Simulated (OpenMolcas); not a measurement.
# How basis sets differ on CH2FNOSi (SMILES O=C=N[SiH2]F)

CH2FNOSi has 7 atoms, charge 0, and is taken as a singlet. As SMILES, `O=C=N[SiH2]F`. The shape is that of a PBE0-D4/def2-TZVP optimisation. This is one conformer, not always the lowest.

Each level gives the HOMO–LUMO gap (eV). The values are calculated.

```json
{"level": "HF/ANO-R0 (sfX2C)", "kind": "Hartree–Fock", "program": "OpenMolcas", "value (eV)": "14.36", "CPU time": "2 s"}
{"level": "HF/ANO-S-MB", "kind": "Hartree–Fock", "program": "OpenMolcas", "value (eV)": "16.59", "CPU time": "3.5 s"}
{"level": "HF/STO-3G", "kind": "Hartree–Fock", "program": "OpenMolcas", "value (eV)": "18.00", "CPU time": "4 s"}
{"level": "HF/3-21G", "kind": "Hartree–Fock", "program": "OpenMolcas", "value (eV)": "16.07", "CPU time": "3.7 s"}
{"level": "HF/cc-pVDZ", "kind": "Hartree–Fock", "program": "OpenMolcas", "value (eV)": "15.89", "CPU time": "11 s"}
```

The values span 14.36 to 18.00 eV. A Hartree–Fock LUMO above zero doesn't converge with the basis: it sinks as sets grow more diffuse. Orbital gaps aren't excitation energies. CPU times are rough (shared hosts, several kinds of processor and program).
